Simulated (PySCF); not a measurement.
C₄H₁₂Ge, singlet, at a GFN2-xTB geometry; PySCF with PBE/6-31G.

The PySCF input:
```python
from pyscf import gto, scf, dft

mol = gto.M(
    atom='''
C    -0.23947062   -1.06595218   -1.65989926
Ge    0.00000000    0.00000000   -0.00000000
C    -0.06719706    1.93648478   -0.44088209
C    -1.45232338   -0.43786460    1.28370447
C     1.75899106   -0.43266800    0.81707688
H    -1.19574845   -0.84621800   -2.12542525
H    -0.20636169   -2.12977053   -1.44389199
H     0.54406792   -0.84340260   -2.37823336
H     0.06161749    2.54065356    0.45234337
H    -1.02110312    2.19755474   -0.88962537
H     0.71871324    2.20037014   -1.14243348
H    -2.42529904   -0.20948328    0.85870428
H    -1.43591229   -1.49303582    1.54023754
H    -1.34257843    0.13361553    2.20067303
H     1.81961363   -1.48776767    1.06718570
H     2.57004324   -0.20139974    0.13284433
H     1.91294749    0.13888367    1.72762118
''',
    basis='6-31g',
    verbose=4,
    symmetry=True,
)

mf = dft.RKS(mol)
mf.xc = 'pbe'
mf.irrep_nelec = {'A': 22, 'B1': 16, 'B2': 14, 'B3': 16}
mf.kernel()
mf.analyze()
```

It wrote (shortened):

```
PySCF version 2.14.0

[INPUT] verbose = 4
[INPUT] num. atoms = 17
[INPUT] num. electrons = 68
[INPUT] charge = 0
[INPUT] spin (= nelec alpha-beta = 2S) = 0
[INPUT] symmetry True subgroup None
[INPUT] Mole.unit = angstrom
[INPUT] Symbol           X                Y                Z      unit          X                Y                Z       unit  Magmom
[...]
nuclear repulsion = 395.501390849737
point group symmetry = Td, use subgroup D2
symmetry origin: [-2.77900879e-10  1.71431496e-17 -5.55801771e-10]
symmetry axis x: [0.73729608 0.65537425 0.16394841]
symmetry axis y: [ 0.66221801 -0.65310953 -0.3673081 ]
symmetry axis z: [-0.133648    0.37938442 -0.91553573]
num. orbitals of irrep A = 24
num. orbitals of irrep B1 = 21
num. orbitals of irrep B2 = 21
num. orbitals of irrep B3 = 21
number of shells = 55
number of NR pGTOs = 226
number of NR cGTOs = 87
basis = 6-31g
ecp = {}

******** <class 'pyscf.dft.rks_symm.SymAdaptedRKS'> ********
method = SymAdaptedRKS
initial guess = minao
damping factor = 0
level_shift factor = 0
DIIS = <class 'pyscf.scf.diis.CDIIS'>
diis_start_cycle = 1
diis_space = 8
diis_damp = 0
SCF conv_tol = 1e-09
SCF conv_tol_grad = None
SCF max_cycles = 50
direct_scf = True
direct_scf_tol = 1e-13
XC library pyscf.dft.libxc version 7.1.2
    S. Lehtola, C. Steigemann, M. J. T. Oliveira, and M. A. L. Marques,  SoftwareX 7, 1–5 (2018)
XC functionals = pbe
    J. P. Perdew, K. Burke, and M. Ernzerhof,  Phys. Rev. Lett. 77, 3865 (1996)
    J. P. Perdew, K. Burke, and M. Ernzerhof,  Phys. Rev. Lett. 78, 1396 (1997)
    J. P. Perdew, K. Burke, and M. Ernzerhof,  Phys. Rev. Lett. 77, 3865 (1996)
    J. P. Perdew, K. Burke, and M. Ernzerhof,  Phys. Rev. Lett. 78, 1396 (1997)
radial grids:
    Treutler-Ahlrichs [JCP 102, 346 (1995); DOI:10.1063/1.469408] (M4) radial grids

becke partition: Becke, JCP 88, 2547 (1988); DOI:10.1063/1.454033
pruning grids: <function nwchem_prune>
grids dens level: 3
symmetrized grids: True
atomic radii adjust function: <function treutler_atomic_radii_adjust>
small_rho_cutoff = 0
Freeze 68 electrons in irreps ['A', 'B1', 'B2', 'B3']
    0 free electrons in irreps
Set gradient conv threshold to 3.16228e-05
Initial guess from minao.
tot grids = 194808
init E= -2234.94471123561
HOMO (A) = -0.0141464115107919  LUMO (B2) = -0.342995570108327  gap/eV = -8.94844

WARN: A HOMO -0.0141464115107919 > system LUMO -0.342995570108327

WARN: B1 HOMO -0.34299560353933 > system LUMO -0.342995570108327

WARN: B2 LUMO -0.342995570108327 < system HOMO -0.0141464115107919

WARN: B3 HOMO -0.342995518008072 > system LUMO -0.342995570108327

cycle= 1 E= -2235.01805588503  delta_E= -0.0733  |g|= 0.62  |ddm|= 11.3
HOMO (A) = 0.0480867004509253  LUMO (B2) = -0.23966363987717  gap/eV = -7.83009

WARN: A HOMO 0.0480867004509253 > system LUMO -0.23966363987717

WARN: B1 HOMO -0.236309487670814 > system LUMO -0.23966363987717

WARN: B2 LUMO -0.23966363987717 < system HOMO 0.0480867004509253

WARN: B3 HOMO -0.236309029492028 > system LUMO -0.23966363987717

cycle= 2 E= -2234.87984428266  delta_E= 0.138  |g|= 0.924  |ddm|= 8.94
HOMO (A) = 0.00761094412961816  LUMO (B2) = -0.312104916474624  gap/eV = -8.69991

WARN: A HOMO 0.00761094412961816 > system LUMO -0.312104916474624

WARN: B1 HOMO -0.309159516005077 > system LUMO -0.312104916474624

WARN: B2 LUMO -0.312104916474624 < system HOMO 0.00761094412961816

WARN: B3 HOMO -0.309159184235666 > system LUMO -0.312104916474624

cycle= 3 E= -2235.12169728036  delta_E= -0.242  |g|= 0.11  |ddm|= 7.55
HOMO (A) = 0.0157601129819511  LUMO (B2) = -0.298531924255253  gap/eV = -8.55232

WARN: A HOMO 0.0157601129819511 > system LUMO -0.298531924255253

WARN: B1 HOMO -0.295840235026574 > system LUMO -0.298531924255253

WARN: B2 LUMO -0.298531924255253 < system HOMO 0.0157601129819511

WARN: B3 HOMO -0.295839951229446 > system LUMO -0.298531924255253

cycle= 4 E= -2235.1264477688  delta_E= -0.00475  |g|= 0.0631  |ddm|= 2.42
HOMO (A) = 0.0129944161365447  LUMO (B2) = -0.302792286137216  gap/eV = -8.59299

WARN: A HOMO 0.0129944161365447 > system LUMO -0.302792286137216

WARN: B1 HOMO -0.300305303886001 > system LUMO -0.302792286137216

WARN: B2 LUMO -0.302792286137216 < system HOMO 0.0129944161365447

WARN: B3 HOMO -0.300305015523155 > system LUMO -0.302792286137216

cycle= 5 E= -2235.12762751625  delta_E= -0.00118  |g|= 0.0132  |ddm|= 0.553
HOMO (A) = 0.0121601636804063  LUMO (B2) = -0.3040935041387  gap/eV = -8.60570

WARN: A HOMO 0.0121601636804063 > system LUMO -0.3040935041387

WARN: B1 HOMO -0.301529244093829 > system LUMO -0.3040935041387

WARN: B2 LUMO -0.3040935041387 < system HOMO 0.0121601636804063

WARN: B3 HOMO -0.301528953616887 > system LUMO -0.3040935041387

cycle= 6 E= -2235.12771791488  delta_E= -9.04e-05  |g|= 0.00107  |ddm|= 0.176
HOMO (A) = 0.0121181015117173  LUMO (B2) = -0.304168789332674  gap/eV = -8.60660

WARN: A HOMO 0.0121181015117173 > system LUMO -0.304168789332674

WARN: B1 HOMO -0.301575111867198 > system LUMO -0.304168789332674

WARN: B2 LUMO -0.304168789332674 < system HOMO 0.0121181015117173

WARN: B3 HOMO -0.301574821847162 > system LUMO -0.304168789332674

cycle= 7 E= -2235.12771825153  delta_E= -3.37e-07  |g|= 0.000335  |ddm|= 0.00805
HOMO (A) = 0.012100172812795  LUMO (B2) = -0.304188143916011  gap/eV = -8.60664

WARN: A HOMO 0.012100172812795 > system LUMO -0.304188143916011

WARN: B1 HOMO -0.301603624359304 > system LUMO -0.304188143916011

WARN: B2 LUMO -0.304188143916011 < system HOMO 0.012100172812795

WARN: B3 HOMO -0.301603334086561 > system LUMO -0.304188143916011

cycle= 8 E= -2235.12771830358  delta_E= -5.2e-08  |g|= 1.79e-05  |ddm|= 0.00374
HOMO (A) = 0.0120979631405853  LUMO (B2) = -0.304191097243363  gap/eV = -8.60666

WARN: A HOMO 0.0120979631405853 > system LUMO -0.304191097243363

WARN: B1 HOMO -0.301606366352199 > system LUMO -0.304191097243363

WARN: B2 LUMO -0.304191097243363 < system HOMO 0.0120979631405853

WARN: B3 HOMO -0.301606076171049 > system LUMO -0.304191097243363

cycle= 9 E= -2235.12771830368  delta_E= -1.01e-10  |g|= 2.73e-06  |ddm|= 0.000205
HOMO (A) = 0.0120985979189934  LUMO (B2) = -0.304190043404335  gap/eV = -8.60665

WARN: A HOMO 0.0120985979189934 > system LUMO -0.304190043404335

WARN: B1 HOMO -0.301605303615482 > system LUMO -0.304190043404335

WARN: B2 LUMO -0.304190043404335 < system HOMO 0.0120985979189934

WARN: B3 HOMO -0.301605013387183 > system LUMO -0.304190043404335

Extra cycle  E= -2235.12771830364  delta_E= 3.82e-11  |g|= 6.58e-06  |ddm|= 0.000134
converged SCF energy = -2235.12771830364
**** SCF Summaries ****
Total Energy =                       -2235.127718303640904
Nuclear Repulsion Energy =             395.501390849736595
One-electron Energy =                -3891.252949241586066
Two-electron Energy =                 1260.623840088208453
Two-electron Coulomb Energy =         1365.189003543066065
DFT Exchange-Correlation Energy =     -104.565163454857725
HOMO-LUMO gap [eV] =                    -8.606652312790423
Wave-function symmetry = A
occupancy for each irrep:      A   B1   B2   B3
                              11    8    7    8
**** MO energy ****
[...]
 ** Mulliken pop on meta-lowdin orthogonal AOs  **
 ** Mulliken pop  **
 ** Mulliken atomic charges  **
charge of    0C =     -0.45747
charge of    1Ge =      0.58667
charge of    2C =     -0.45747
charge of    3C =     -0.45747
charge of    4C =     -0.45747
charge of    5H =      0.09742
charge of    6H =      0.10669
charge of    7H =      0.10670
charge of    8H =      0.10669
charge of    9H =      0.10670
charge of   10H =      0.09742
charge of   11H =      0.10669
charge of   12H =      0.09742
charge of   13H =      0.10670
charge of   14H =      0.10670
charge of   15H =      0.10669
charge of   16H =      0.09742
Dipole moment(X, Y, Z, Debye): -0.00000, -0.00000, -0.00000
```
